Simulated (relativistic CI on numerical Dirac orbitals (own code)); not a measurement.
## What each ingredient does to the levels of Ti¹⁵⁺

Base calculation: Dirac-Coulomb-Breit CI, KLI orbitals optimised for each configuration, model QED (radiative potential, 1s self-energy scaled to tabulated hydrogen-like ionisation energies), unscaled Slater integrals.

Configuration list (outside the closed core 1s2): 2s²2p³, 2s2p⁴, 2p⁵, 2p⁴3s, 2p⁴3p, 2p⁴3d, 2s²2p²3s, 2s²2p²3p, 2s²2p²3d, 2s2p³3s, 2s2p³3p, 2s2p³3d, 2s²2p²4s, 2s²2p²4p, 2s²2p²4d, 2s²2p²4f. Levels of other configurations are missing.

Variants: (1) valence Slater integrals scaled by 0.9; (2) QED terms removed; (3) non-relativistic limit. Shifts of the energy above 2s²2p³ ⁴S°3/2, in eV, for the lowest level and the first level of each name with at least 55 % of one term (blank where a level changes its place among those of its configuration and J or its character, or is not in the variant):

```tsv
Level	Base	Δ(1)	Δ(2)	Δ(3)
2s²2p³ ⁴S°3/2	0.000	0.000	0.000	0.000
2s²2p³ ²D°3/2	14.875	-1.565	+0.004	+1.196
2s²2p³ ²D°5/2	16.722	-1.506	-0.004	-0.651
2s²2p³ ²P°1/2	24.836	-2.038	+0.003	-1.141
2s²2p³ ²P°3/2	27.519	-1.875	-0.009	-3.825
2s2p⁴ ⁴P5/2	73.214	+0.580	+0.236	-3.881
2s2p⁴ ⁴P3/2	77.096	+0.594	+0.226	-7.764
2s2p⁴ ⁴P1/2	78.748	+0.540	+0.223	-9.416
2s2p⁴ ²D3/2	102.050	-2.032	+0.231	-6.264
2s2p⁴ ²D5/2	102.532	-1.970	+0.229	-6.746
2s2p⁴ ²S1/2	117.968	-3.683	+0.233	-5.895
2s2p⁴ ²P3/2	123.040	-4.117	+0.234	-5.717
2s2p⁴ ²P1/2	128.397	-4.073	+0.220	-11.074
2p⁵ ²P°3/2	193.472	-2.029	+0.459	-10.085
2p⁵ ²P°1/2	199.682	-2.006	+0.445	-16.294
2s²2p²3s ⁴P1/2	591.698	-0.529	-0.056	+4.368
2s²2p²3s ⁴P3/2	594.895	-0.417	-0.067	+1.172
2s²2p²3s ⁴P5/2	597.904	-0.489	-0.073	-1.838
2s²2p²3s ²P1/2	598.548	-0.885	-0.065	+2.327
2s²2p²3s ²P3/2	601.926	-1.017	-0.071	-1.051
2s²2p²3s ²D5/2	610.004	-1.544	-0.076	-1.425
2s²2p²3s ²D3/2	610.469	-1.511	-0.078	-1.890
```

At this charge energies of transitions that change n are usually good to better than 1 %, and those within a shell (Δn = 0) to a few per cent.

Ionisation energy from the two ground configurations alone: base 1042.26 eV; valence Slater integrals scaled by 0.9 1041.18 eV. The NIST ASD value (semi-empirical) is 1042.5 eV.

LS names give the leading component of a level, which can be under half, so a name can repeat, a term be missing and a line seem to break the LS rules.
